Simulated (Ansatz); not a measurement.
Basis sets compared for InCl2I (InICl2). Total charge 0; singlet. Geometry PBE0-D4/def2-SVP. Ansatz on 4 threads of Arm Neoverse V2 on a shared host; times are rough, and most runs start from earlier orbitals.

```xyz
4

In    0.0102   -0.0426    0.0259
Cl    0.8866    0.0244    2.1814
Cl   -0.3807   -2.1460   -0.8916
I    -0.5161    2.1642   -1.3157
```

In the def2 sets I, In take a core potential; there is no spin–orbit coupling.

Binding counts from free atoms (In doublet, Cl doublet, I doublet) in the same basis, without a counterpoise term.

| level | functions | energy (Eh) | HOMO (eV) | LUMO (eV) | binding per atom (eV) | wall time |
| --- | --- | --- | --- | --- | --- | --- |
| PBE-D4/def2-SVP | 88 | -1407.7124 | -7.04 | -3.81 | 2.39 | 0.76 s |
| PBE-D4/def2-TZVP | 174 | -1408.0524 | -7.16 | -3.91 | 2.40 | 1.6 s |
| r2SCAN-D4/def2-TZVP | 174 | -1408.5639 | -7.48 | -3.77 | 2.41 | 3.8 s |
| PBE0-D4/def2-SVP | 88 | -1407.8159 | -8.25 | -3.05 | 2.35 | 1.6 s |
| PBE0-D4/def2-TZVP (with forces) | 174 | -1408.1509 | -8.32 | -3.12 | 2.37 | 3.8 s |

Q: Estimate the rows for PBE-D4/def2-TZVPD, r2SCAN-D4/def2-TZVPD, PBE0-D4/def2-TZVPD.

A: 
```
               level  functions  energy (Eh)  HOMO (eV)  LUMO (eV)  binding per atom (eV)  wall time
   PBE-D4/def2-TZVPD        207   -1408.0536      -7.18      -3.96                   2.39      2.4 s
r2SCAN-D4/def2-TZVPD        207   -1408.5646      -7.49      -3.79                   2.40      5.5 s
  PBE0-D4/def2-TZVPD        207   -1408.1517      -8.34      -3.16                   2.37      4.4 s
```
